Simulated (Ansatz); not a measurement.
**CaF, doublet: energies of several shapes or isomers**

Program: Ansatz, Gaussian basis, development build. Basis def2-SVP, nonrelativistic, 6 orbitals frozen in the corrections; active space CAS(9,6). Restricted Hartree–Fock, then the lowest state-specific CASSCF solution met for each case. The basis is small, far from the limit. On stretched bonds single-reference methods can fail or change state. Solutions in different active orbitals can move differences by tenths of an eV and at times more than 1 eV.

Case A: bond length 1.9670 Å.

Case B: bond length 5.9010 Å. A bond is stretched, to 2.53 times the sum of the covalent radii.

Case C: bond length 2.9505 Å. A bond is stretched, to 1.27 times the sum of the covalent radii.

Energy less that of case A, in eV:

```json
{"case": "B", "RHF/ROHF": "+4.168", "CASSCF": "+4.279"}
{"case": "C", "RHF/ROHF": "+2.572", "CASSCF": "+2.448"}
```

Question: What does SC-NEVPT2 give for these differences?

Answer: B: +4.758 eV (109.7 kcal/mol); C: +2.326 eV (53.6 kcal/mol).

Question: Which case is lowest, and do the methods agree?

Answer: A is lowest in SC-NEVPT2. Of the methods shown, RHF/ROHF, CASSCF agree.
